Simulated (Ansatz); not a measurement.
`[AlH2][C]1=[N][SnH2]1` at its PBE0-D4/def2-TZVP geometry, where that method's forces vanish. The species carries charge 0 and has multiplicity 1. Sn: def2 effective core potential.

| atom | x (Å) | y (Å) | z (Å) |
| --- | --- | --- | --- |
| Al1 | -1.117 | 0.579 | -0.236 |
| C2 | 0.450 | -0.170 | -1.275 |
| N3 | 1.395 | -0.846 | -1.372 |
| Sn4 | 1.245 | -1.334 | 0.997 |
| H5 | -0.905 | 2.088 | 0.175 |
| H6 | -2.475 | -0.088 | -0.693 |
| H7 | -0.503 | -0.494 | 1.039 |
| H8 | 1.909 | 0.264 | 1.363 |

(1) For each bond, give half the difference of the two atoms' forces along it (eV/Å; positive pushes the atoms apart) under PBE-D4, r2SCAN-D4, B3LYP-D4, ωB97M-V in def2-TZVPP. (An estimate is asked.)

Answers

(1) Computed: 
```tsv
bond	length (Å)	PBE-D4	r2SCAN-D4	B3LYP-D4	ωB97M-V
Al1–C2	2.024	-0.62	-0.24	0.14	0.34
Al1–H5	1.578	0.05	-0.01	-0.08	-0.13
Al1–H6	1.581	0.06	-0.01	-0.10	-0.14
Al1–H7	1.776	0.02	-0.01	-0.03	0.01
C2–N3	1.165	1.43	0.50	-0.05	-0.37
N3–Sn4	2.423	0.09	-0.05	0.21	0.07
Sn4–H7	1.940	0.11	-0.05	0.17	-0.02
Sn4–H8	1.768	0.21	0.00	0.10	-0.14
```

B3LYP here is the variant with VWN-RPA as its local correlation; programs differ in this.
